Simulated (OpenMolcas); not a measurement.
## Sm3+: moving the ligands

Sm3+ with 6 ligands (bromide) in trigonal antiprismatic coordination (D3d) at 2.87 Å. A charge of +0.5 e stands 3.2 Å behind each ligand. Ligand basis ANO-RCC-VDZP.
```
Sm    0.0000    0.0000    0.0000
Br    0.0000    2.3433    1.6570
Br   -2.0294   -1.1717    1.6570
Br    2.0294   -1.1717    1.6570
Br    0.0000   -2.3433   -1.6570
Br    2.0294    1.1717   -1.6570
Br   -2.0294    1.1717   -1.6570
```

```json
{
 "Program": "OpenMolcas",
 "Method": "CASSCF",
 "Basis": "ANO-RCC-VDZP [7s6p4d2f1g]",
 "Scalar Hamiltonian": "DKH2, point nucleus",
 "Active space": "5 electrons in 7 orbitals (4f)",
 "State averaging": "2S+1 = 6 odd, 21 roots; 2S+1 = 4 odd, 128 roots kept (CI in the orbitals of an earlier block, 108 in the spin-orbit step); 2S+1 = 2 odd, 130 roots kept (CI in the orbitals of an earlier block, 41 in the spin-orbit step)",
 "Spin-orbit coupling": "state interaction with AMFI integrals over the reference wave functions"
}
```

Runs around this geometry, states (labels of D3, the rotations of D3d). Energies in cm-1 above the lowest state or level, χT in cm3 K/mol; under a threefold ground state the first gap can be a small split of the lowest multiplet, not the spin-orbit step.

```tsv
R (Å)	Ground state	First state of that spin	First gap with spin-orbit (degeneracies)	Width of lowest J	χT at 300 K
2.74	2S+1 = 6	6E 91.9	88.7 (2, 4)	89	0.306
2.87	2S+1 = 6	6E 65.9	70.6 (2, 4)	71	0.306
2.96	2S+1 = 6	6E 53.0	60.7 (2, 4)	61	0.306
```

Taking the width of the lowest J multiplet as R^-n, n = -ln(61 / 89) / ln(2.96 / 2.74) = 4.9 between the shortest and longest distance.

High states are left out of the spin-orbit mixing, which shifts the levels that they would mix with. Without dynamic correlation the ligand-field splitting of an f shell can come out too small, at times by half. A group larger than the point group allows holds several states that coincide in this model. No measured value stands beside these numbers; the geometry is a model, was not optimised and need not be the one that this ion takes.

A state without a sure symmetry label is named by its multiplicity alone.
